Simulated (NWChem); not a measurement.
Species: C2H7FSi; SMILES C[SiH](C)F

```xyz
11

Si    -0.0800    -0.3429     0.0000
C      0.7824     0.2301    -1.5508
C      0.7824     0.2301     1.5508
F     -1.5892     0.2875     0.0000
H     -0.2406    -1.8277     0.0000
H      1.7982    -0.1923    -1.6103
H      0.2312    -0.0859    -2.4497
H      0.8680     1.3278    -1.5707
H      0.2312    -0.0859     2.4497
H      1.7982    -0.1923     1.6103
H      0.8680     1.3278     1.5707
```
Atoms are numbered in this order, from 1.

Structure relaxed at the PBE0/def2-SVP level.

Problem. Give the principal values of the shielding tensors (ppm) of Si1, C2, F4 from KT2/pcSseg-1, GIAO (NWChem), with their diamagnetic and paramagnetic parts as GIAO splits them.

Solution. 
| atom | σ11 | σ22 | σ33 | isotropic | diamagnetic | paramagnetic |
|---|---|---|---|---|---|---|
| Si1 | 271.5 | 336.4 | 385.5 | 331.1 | 883.0 | -551.9 |
| C2 | 172.4 | 186.3 | 190.4 | 183.0 | 255.8 | -72.8 |
| F4 | 346.0 | 359.5 | 375.0 | 360.2 | 475.6 | -115.4 |
